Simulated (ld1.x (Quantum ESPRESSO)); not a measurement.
# chromium (Cr): excitation energies, all-electron against TM semilocal

* Element: chromium
* Generator: ld1.x (Quantum ESPRESSO) 7.5
* Type: norm-conserving Troullier–Martins (semilocal form)
* Functional: BLYP
* Relativity: scalar-relativistic
* Frozen core: [Ne]
* Valence charge: 14
* Reference configuration: 3s2 3p6 3d5 4s0.75 4p0.25
* Partial waves: 3s (bound): rc 1.20 bohr; 3p (bound): rc 1.10 bohr; 3d (bound): rc 1.75 bohr
* Local potential: the d channel
* Core correction: none

Occupied shells without a wave of their own: 4p, 4s. They enter only through the test configuration that unscreens the potential.

Energies are relative to the spin-unpolarised reference configuration 3s2 3p6 3d5 4s0.75 4p0.25; without spin polarisation the order of configurations can differ from experiment. Not all tests gave a result: 1 of 7 tests not solved or not reliable. Left out of the table: 3s2 3p6 3d6 4s0 4p0 (pseudo-atom not self-consistent, printed error -2023 eV).

| valence configuration | charge | ΔE all-electron (eV) | error AE − PS (meV) |
| --- | --- | --- | --- |
| 3s2 3p6 3d5 4s0 4p0 | +1 | 6.206 | -193 |
| 3s2 3p6 3d4 4s0 4p0 | +2 | 22.295 | -351 |
| 3s2 3p6 3d4 4s1 4p1 | 0 | 2.734 | +80 |
| 3s2 3p6 3d2 4s0 4p0 | +4 | 101.377 | -330 |

**Question.** What are ΔE and the potential's error for 3s2 3p6 3d5.5 4s0.5 4p0?

**Answer.** ΔE = -0.020 eV all-electron; the error (AE − PS) is -46 meV.

**Question.** What are ΔE and the potential's error for 3s2 3p6 3d5 4s1 4p0?

**Answer.** ΔE = -0.764 eV all-electron; the error (AE − PS) is +47 meV.

ld1.x printed “convergence not achieved” for 6 of the counted tests; their residual had stalled under 1e-8, short of the target of 1e-14. The 4p, 4s levels have no wave, so the channel is fitted at the deeper level alone: the likely source of the large errors.
